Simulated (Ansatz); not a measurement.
Start from `C#C[SiH](Cl)OC` and change one atom or group to get `CO[SiH](S)Cl`.

Ansatz, PBE0-D4/def2-TZVP geometries, multiplicity 1. Each molecule was computed in one conformer, which needn't be the lowest.

| property | `C#C[SiH](Cl)OC` |
| --- | --- |
| HOMO–LUMO gap (PBE/def2-TZVPP) / eV | 5.62 |
| size of the dipole moment (B3LYP/def2-TZVPP) / D | 1.99 |
| HOMO energy (PBE0/def2-TZVPP) / eV | -8.49 |
| LUMO energy (B3LYP/def2-TZVPP) / eV | -0.71 |
| size of the dipole moment (PBE/def2-TZVPP) / D | 1.92 |
| HOMO energy (ωB97M-V/def2-TZVPP) / eV | -10.77 |

(1) Give the same properties after the change, and the shifts. (Estimate.)

Answers

(1) The calculation gave: 
| property | `CO[SiH](S)Cl` | shift |
| --- | --- | --- |
| HOMO–LUMO gap (PBE/def2-TZVPP) / eV | 5.74 | 0.12 |
| size of the dipole moment (B3LYP/def2-TZVPP) / D | 1.96 | -0.03 |
| HOMO energy (PBE0/def2-TZVPP) / eV | -7.86 | 0.63 |
| LUMO energy (B3LYP/def2-TZVPP) / eV | -0.14 | 0.57 |
| size of the dipole moment (PBE/def2-TZVPP) / D | 1.87 | -0.05 |
| HOMO energy (ωB97M-V/def2-TZVPP) / eV | -10.06 | 0.71 |

The zero-point energy changes by -25.7 kJ/mol with -3 modes. Dipoles are sizes alone; their direction can turn.

B3LYP here is the variant with VWN-RPA as its local correlation; programs differ in this.
